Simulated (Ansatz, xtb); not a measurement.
Relative energy of two structures of ClGeNSi

Structure a: a singlet given by its coordinates. Structure b: a singlet given by its coordinates. Both are isolated molecules in the gas phase, relaxed with r2SCAN-D4/def2-SVP.

a (Å):

```xyz
4

Cl    0.1731    0.9346    1.6294
Ge   -0.5300    0.8852   -0.4778
N     0.0193   -0.8011   -0.9164
Si    0.4174   -2.2335   -1.4852
```

Close contacts (Å): Cl1–Ge2 2.22, Ge2–N3 1.83, N3–Si4 1.59.

b (Å):

```yaml
atoms:
  - { symbol: Cl, position_ang: [-1.2320, -2.7811, -0.6328] }
  - { symbol: Ge, position_ang: [2.5365, -0.3830, -0.2337] }
  - { symbol: N, position_ang: [1.5351, -1.7364, -0.2529] }
  - { symbol: Si, position_ang: [0.7916, -3.2820, -0.2018] }
```

Close contacts (Å): Cl1–Si4 2.13, Ge2–N3 1.68, N3–Si4 1.72.

Quicker runs give these differences E(b) − E(a): GFN2-xTB +69.68 kJ/mol; HF/STO-3G −33.96 kJ/mol (at GFN2-xTB geometries); r2SCAN-D4/def2-SVP//GFN2-xTB +5.18 kJ/mol.

**Question.** Estimate which is lower in electronic energy at CCSD(T)/def2-TZVPP, and by roughly how much.

**Answer.** The CCSD(T)/def2-TZVPP calculation puts structure a lower, by 7.59 kJ/mol.

How the difference moves with the method:

```csv
level,geometry,E(b) − E(a) (kJ/mol),departure from the last row (kJ/mol),"job, with rough time for the two"
GFN2-xTB,GFN2-xTB,+69.68,+62.09,"optimisation, 0.24 s"
HF/STO-3G,GFN2-xTB,−33.96,−41.56,"single point, 0.38 s"
r2SCAN-D4/def2-SVP//GFN2-xTB,GFN2-xTB,+5.18,−2.41,"single point, 3 s"
r2SCAN-D4/def2-SVP,r2SCAN-D4/def2-SVP,+7.11,−0.48,"optimisation, 26 s"
HF/def2-TZVPP,r2SCAN-D4/def2-SVP,+17.96,+10.37,part of the CCSD(T) run
MP2/def2-TZVPP,r2SCAN-D4/def2-SVP,+4.38,−3.22,part of the CCSD(T) run
CCSD(T)/def2-TZVPP,r2SCAN-D4/def2-SVP,+7.59,,"single point, 92 s"
```

HF/STO-3G puts the two in the other order. The largest departure from CCSD(T)/def2-TZVPP is that of GFN2-xTB, 62.09 kJ/mol.

With harmonic frequencies from r2SCAN-D4/def2-SVP (ideal gas, rigid rotor, one conformer each, 298.15 K, 1 atm): the zero-point term adds +0.43 kJ/mol; ΔH is +7.64 and ΔG +8.10 kJ/mol.

The correlated steps freeze 20 core orbitals; the filled d shell of Ge is correlated, in a basis made for valence electrons. Run with Ansatz 0.2.0, xtb 6.7.1; the last row on 2 threads of Arm Neoverse V2 on a shared host.
